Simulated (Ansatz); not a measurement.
CH3ClF2Sn (`[CH3][Sn]([F])([F])[Cl]`). The species carries charge 0 and has multiplicity 1. Correlated methods include outer-core shells of Sn, which these sets cover unevenly. Sn: def2 effective core potential.

Cartesian coordinates in Å:
```
C -0.798 0.921 -0.165
Sn 0.566 -0.664 0.090
F -0.213 -2.340 -0.361
F 2.034 -0.526 -1.112
Cl 1.479 -0.931 2.177
H -1.128 0.920 -1.203
H -1.644 0.764 0.502
H -0.295 1.856 0.073
```

Task: Give the diagnostics of a CCSD(T)/def2-TZVPP run (frozen core, the Gaussian-basis code of Ansatz). (An estimate is asked.)

Result: The calculation gave: T1 = 0.0130, largest single amplitude 0.035, largest double 0.027, (T) share of the correlation energy 3.3 %, 9 CCSD cycles. The RHF solution is stable towards an unrestricted one. T1 lies under the customary mark of 0.02 for closed shells.
